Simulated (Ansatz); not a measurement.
`S[SiH]1[SiH2]P1`, 9 atoms. The species carries charge 0 and has multiplicity 1. All runs use 2 threads of an Intel Xeon 6975P-C on a shared host. Correlated methods freeze the cores.

(1) How many basis functions does each run have, and how long does it take in Ansatz? RHF-CCSD(T)/def2-TZVPP energy; RKS ωB97X-V/def2-TZVPP energy; RKS PBE0-D4/def2-TZVP frequencies; RKS r2SCAN0-D4/def2-TZVPP energy; RKS PBE0-D4/def2-TZVP relaxation (8 steps); RKS HSE06 (plane-wave form)-D4/def2-TZVPP energy; RKS ωB97M-V/def2-QZVPP energy; RKS PBE0-D4/def2-QZVPP energy; RHF-CCSD(T)/def2-SVP energy; direct RPA on PBE orbitals/def2-TZVPP energy; RKS PBE0-D4/def2-SVP energy; RKS ωB97M-V/def2-SVP energy. (Estimate.)

## Answers

(1) Computed: Other jobs shared the machine, so times are rough.

```csv
level,job,functions,wall time,peak host memory (GiB)
RKS PBE0-D4/def2-SVP,energy,97,1 s,0.43
RHF-CCSD(T)/def2-SVP,energy,97,1.9 s,0.43
RKS HSE06 (plane-wave form)-D4/def2-TZVPP,energy,238,3.4 s,0.71
RKS ωB97M-V/def2-SVP,energy,97,3.6 s,0.43
direct RPA on PBE orbitals/def2-TZVPP,energy,238,3.8 s,0.51
RKS r2SCAN0-D4/def2-TZVPP,energy,238,4.6 s,0.7
RKS ωB97X-V/def2-TZVPP,energy,238,7 s,0.81
RKS PBE0-D4/def2-QZVPP,energy,430,10 s,1.6
RKS ωB97M-V/def2-QZVPP,energy,430,19 s,1.9
RKS PBE0-D4/def2-TZVP,relaxation (8 steps),178,26 s,0.52
RHF-CCSD(T)/def2-TZVPP,energy,238,85 s,1.7
RKS PBE0-D4/def2-TZVP,frequencies,178,100 s,0.51
```
